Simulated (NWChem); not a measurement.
Species: C$_{3}$H$_{6}$AlF; SMILES C=[CH][Al]([CH3])[F]

```xyz
11

Al     0.1270     0.4701    -0.0031
F      1.3311     1.6314     0.0016
C     -1.7185     1.0805    -0.0025
H     -2.4485     0.2636    -0.1133
H     -1.8933     1.8024    -0.8176
H     -1.9509     1.6086     0.9379
C      0.6858    -1.3869    -0.0005
C     -0.2137    -2.3844    -0.0004
H      1.7457    -1.6778     0.0020
H      0.0732    -3.4443     0.0022
H     -1.2955    -2.1970    -0.0028
```
Atoms are numbered in this order, from 1.

Coordinates come from a PBE0/def2-SVP optimisation.

Task: Give the principal values of the shielding tensors (ppm) of Al1, F2, C3, C7, C8 from KT2/pcSseg-1, GIAO (NWChem), with their diamagnetic and paramagnetic parts as GIAO splits them.

Result: 
```json
[
 {"atom": "Al1", "σ11": "311.3", "σ22": "339.5", "σ33": "483.3", "isotropic": "378.0", "diamagnetic": "799.2", "paramagnetic": "-421.2"},
 {"atom": "F2", "σ11": "161.6", "σ22": "338.1", "σ33": "355.7", "isotropic": "285.1", "diamagnetic": "472.4", "paramagnetic": "-187.3"},
 {"atom": "C3", "σ11": "196.6", "σ22": "198.2", "σ33": "205.6", "isotropic": "200.1", "diamagnetic": "253.3", "paramagnetic": "-53.2"},
 {"atom": "C7", "σ11": "-54.2", "σ22": "23.0", "σ33": "170.3", "isotropic": "46.4", "diamagnetic": "256.0", "paramagnetic": "-209.6"},
 {"atom": "C8", "σ11": "-84.3", "σ22": "40.4", "σ33": "158.9", "isotropic": "38.3", "diamagnetic": "257.0", "paramagnetic": "-218.7"}
]
```
